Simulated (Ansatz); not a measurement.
Calculated with Ansatz (gas phase, PBE0-D4/def2-TZVP geometries, no zero-point term in ΔE). CBS: MP2 limit from def2 TZ/QZ plus the TZ coupled-cluster correction, frozen cores. This one scheme is used for every species. Functionals use def2-TZVPP. No spin–orbit coupling; open shells (•) take unrestricted orbitals.

`N#C[SiH](F)F` + `[CH3]`• → `N#C[Si](F)F`• + CH₄  (hydrogen abstraction from the Si–H bond)

Q: Is it downhill or uphill in electronic energy at CCSD(T)/CBS, and by how much? (Estimate.)

A: The calculation gave: Downhill: ΔE = -35.4 kJ/mol.

Q: What do these levels give: r2SCAN-D4, PBE0-D4, r2SCANh-D4, r2SCAN0-D4, ωB97M-V, r2SCAN, PBE0, r2SCAN0, CCSD/def2-SVP, CCSD(T)/def2-SVP, SCS-MP2/def2-TZVPP, CCSD(T)/def2-TZVPP? (Best estimate.)

A: The calculation gave: r2SCAN-D4 -43.6, PBE0-D4 -49.7, r2SCANh-D4 -41.0, r2SCAN0-D4 -37.4, ωB97M-V -37.2, r2SCAN -43.7, PBE0 -49.9, r2SCAN0 -37.5, CCSD/def2-SVP -33.3, CCSD(T)/def2-SVP -36.8, SCS-MP2/def2-TZVPP -35.3, CCSD(T)/def2-TZVPP -35.0 kJ/mol.

Q: What do rigid-rotor, harmonic-oscillator terms from PBE0-D4/def2-TZVP frequencies (298.15 K, 1 bar) make of the CCSD(T)/CBS value? (Estimate.)

A: The calculation gave: ΔZPE = +14.4 kJ/mol, ΔH = -21.6 kJ/mol, ΔS = -3 J/(mol·K), ΔG = -20.6 kJ/mol. Open shells count their whole term as degenerate.

Largest T1 diagnostic among the species: 0.016.

From BLYP to BHLYP (50 % exact exchange), in def2-TZVPP and without D4, ΔE moves by +23.5 kJ/mol. In def2-TZVPP, CCSD(T) changes the Hartree–Fock value by −27.1 kJ/mol (the triples alone add −4.6 kJ/mol) and MP2 by −34.8 kJ/mol.
